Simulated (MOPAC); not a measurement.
MOPAC input (MNDO):

```
MNDO 1SCF UHF MS=0.5 GEO-OK AUX(PRECISION=9) THREADS=1
ClOSn

Sn   -0.29848600 1    0.39766800 1   -0.25872600 1
O    -1.41522100 1   -1.25126000 1   -0.29809400 1
Cl    1.54388700 1   -0.58078200 1    0.90123900 1
```

Output:

```
 *******************************************************************************
 **                                                                           **
 **                              MOPAC v23.2.5                                **
 **                                                                           **
 *******************************************************************************
 ** MOPAC's Digital Object Identifier: https://doi.org/10.5281/zenodo.6511958 **
 **                                                                           **
 ** Please cite the open-source release paper for use of this MOPAC version:  **
 ** J. E. Moussa and J. J. P. Stewart (2026)                                  **
 ** MOPAC: An open-source semiempirical molecular orbital program             **
 ** J. Open Source Softw., 11(119), 8025, https://doi.org/10.21105/joss.08025 **
 *******************************************************************************

                              MNDO CALCULATION RESULTS

 *******************************************************************************
 *  MNDO       - The MNDO Hamiltonian to be used
 *  GEO-OK     - OVERRIDE INTERATOMIC DISTANCE AND OTHER SAFETY CHECKS
 *  UHF        - UNRESTRICTED HARTREE-FOCK CALCULATION
 *  MS=        - IN MECI, MAGNETIC COMPONENT OF SPIN =  0.5
 *  1SCF       - DO 1 SCF AND THEN STOP
 *  AUX        - OUTPUT AUXILIARY INFORMATION
 *******************************************************************************
MNDO 1SCF UHF MS=0.5 GEO-OK AUX(PRECISION=9) THREADS=1
 ClOSn

   ATOM   CHEMICAL          X               Y               Z
  NUMBER   SYMBOL      (ANGSTROMS)     (ANGSTROMS)     (ANGSTROMS)

     1      Sn         -0.29848600  *   0.39766800  *  -0.25872600  *
     2       O         -1.41522100  *  -1.25126000  *  -0.29809400  *
     3      Cl          1.54388700  *  -0.58078200  *   0.90123900  *

          CARTESIAN COORDINATES

    NO.       ATOM           X           Y           Z

     1        Sn         -0.2985      0.3977     -0.2587
     2         O         -1.4152     -1.2513     -0.2981
     3        Cl          1.5439     -0.5808      0.9012

  O: (MNDO): M.J.S. DEWAR, W. THIEL, J. AM. CHEM. SOC., 99, 4899, (1977)
 Cl: (MNDO): M.J.S.DEWAR, H.S.RZEPA, J. COMP. CHEM., 4, 158, (1983)
 Sn: (MNDO): M.J.S.DEWAR,G.L.GRADY,J.J.P.STEWART, J.AM.CHEM.SOC.,106 6771 (1984)

           Empirical Formula: O Sn Cl  =     3 atoms

      MOLECULAR POINT GROUP   :   Cs

          UHF CALCULATION, NO. OF ALPHA ELECTRONS =    9
                           NO. OF BETA  ELECTRONS =    8

 -------------------------------------------------------------------------------
 MNDO 1SCF UHF MS=0.5 GEO-OK AUX(PRECISION=9) THREADS=1
 ClOSn

     1SCF WAS SPECIFIED, SO BFGS WAS NOT USED
     SCF FIELD WAS ACHIEVED

                              MNDO CALCULATION
                                                       MOPAC v23.2.5 Linux

          FINAL HEAT OF FORMATION =        -21.47007 KCAL/MOL =     -89.83079 KJ/MOL

          COSMO AREA              =        109.81 SQUARE ANGSTROMS
          COSMO VOLUME            =         99.51 CUBIC ANGSTROMS

          IONIZATION POTENTIAL    =         11.472737 EV
          ALPHA SOMO LUMO (EV)    =        -11.766 -1.436
          BETA  SOMO LUMO (EV)    =        -11.473 -1.423
          NO. OF ALPHA ELECTRONS  =          9
          NO. OF BETA  ELECTRONS  =          8
          MOLECULAR WEIGHT        =        170.1424         POINT GROUP:  Cs

          MOLECULAR DIMENSIONS (Angstroms)

            Atom       Atom       Distance
           Cl     3    O     2     3.26255
           Sn     1   Cl     3     1.44951
            O     2   Sn     1     0.00000

          SCF CALCULATIONS        =          1

   ATOM   CHEMICAL          X               Y               Z
  NUMBER   SYMBOL      (ANGSTROMS)     (ANGSTROMS)     (ANGSTROMS)

     1      Sn         -0.29848600  *   0.39766800  *  -0.25872600  *
     2       O         -1.41522100  *  -1.25126000  *  -0.29809400  *
     3      Cl          1.54388700  *  -0.58078200  *   0.90123900  *

                             CARTESIAN COORDINATES

   1   Sn       -0.298486000     0.397668000    -0.258726000
   2    O       -1.415221000    -1.251260000    -0.298094000
   3   Cl        1.543887000    -0.580782000     0.901239000

           Empirical Formula: O Sn Cl  =     3 atoms

      MOLECULAR POINT GROUP   :   Cs

          ALPHA EIGENVALUES
 -37.68272 -24.02136 -18.89436 -14.78018 -13.66331 -13.10279 -12.51861 -12.29884
 -11.76572  -1.43634  -0.06922   1.33369

           BETA EIGENVALUES
 -33.91426 -23.90244 -18.70387 -13.34986 -12.61628 -12.60375 -11.82091 -11.47274
  -1.42260  -1.13451   1.15235   1.77787

              NET ATOMIC CHARGES AND DIPOLE CONTRIBUTIONS

  ATOM NO.   TYPE          CHARGE      No. of ELECS.   s-Pop       p-Pop
    1         Sn           0.814932        3.1851     1.92171     1.26335
    2          O          -0.369556        6.3696     1.93722     4.43234
    3         Cl          -0.445376        7.4454     1.98762     5.45775
 DIPOLE           X         Y         Z       TOTAL
 POINT-CHG.    -1.959     5.020    -2.412     5.904
 HYBRID         0.208    -2.042     0.703     2.170
 SUM           -1.751     2.978    -1.709     3.854

          ATOMIC ORBITAL ELECTRON POPULATIONS

     Atom    s        px        py        pz
    1 Sn   1.92171   0.42220   0.57948   0.26168
    2  O   1.93722   1.34563   1.41732   1.66939
    3 Cl   1.98762   1.70222   1.91005   1.84548

                    (SZ)    =    0.500000
                    (S**2)  =    0.757875

          ATOMIC ORBITAL SPIN POPULATIONS

    Atom   Total    s     px     py     pz
         Atomic
    1 Sn -0.0968  0.009 -0.029 -0.052 -0.025
    2  O  1.0500  0.007  0.490  0.307  0.246
    3 Cl  0.0468  0.000  0.029  0.006  0.011

 **********************
 *                    *
 * JOB ENDED NORMALLY *
 *                    *
 **********************

 == MOPAC DONE ==
```

The geometry given is a B3LYP-D3(BJ)/def2-TZVP minimum.
